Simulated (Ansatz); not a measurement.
```xyz
5

C     0.0000    0.0000   -0.6682
F     0.0000    0.0000    0.8043
H     0.0000   -1.1189   -1.0763
H    -0.9690    0.5595   -1.0763
H     0.9690    0.5595   -1.0763
```

Basis set: def2-TZVP (spherical functions). Correlated methods keep 2 orbitals frozen. Charge 0, multiplicity 1.

Computed with Ansatz (development build ahead of 0.2.0); each method stands on the lowest determinant of its kind that the runs found. Restricted open shells among the atoms or ions are ROHF, correlated in semicanonical orbitals with singles.

Problem. Give the atomization energy at this shape (free ground-state atoms in the same class of orbitals less the molecule, no zero-point energy) of singlet CH₃F by RHF-MP2, RHF.

Solution.

| method | atomization energy |
| --- | --- |
| RHF-MP2 | 1666.7 kJ/mol |
| RHF | 1252.2 kJ/mol |

Caution: the shape is not the minimum.
